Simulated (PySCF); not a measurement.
**Ionisation energy of Eu⁺ by level of theory**

Eu⁺ [Xe] 4f7 6s1 (9S) → Eu²⁺ [Xe] 4f7 (8S), as a difference of total energies. Computed with PySCF 2.14 in ANO-RCC-VTZP (8s7p5d3f2g1h, 104 functions), with the spin-free X2C one-electron Hamiltonian (Gaussian nucleus). Correlated levels: valence: [Kr] 4d10 frozen; valence and next inner shell: [Ar] 3d10 frozen. The calculations carry no spin-orbit coupling.

```tsv
method	ionisation energy (eV)
UHF	10.448
LDA	11.727
PBE	11.537
PBE0	11.298
MP2 (valence)	11.195
SCS-MP2 (valence)	10.976
MP2 (valence and next inner shell)	11.258
```

Question: Estimate what SCS-MP2 (valence and next inner shell) gives.

Answer: 11.044 eV, closest to SCS-MP2 (valence) among the rows shown.

Question: Estimate what r2SCAN gives.

Answer: 11.281 eV, closest to PBE0 among the rows shown.

Errors of the correlated levels include the incompleteness of this basis and the frozen core.

For comparison: 11.24 ± 0.006 eV (semi-empirical (NIST evaluation); NIST Atomic Spectra Database, ionization energies).
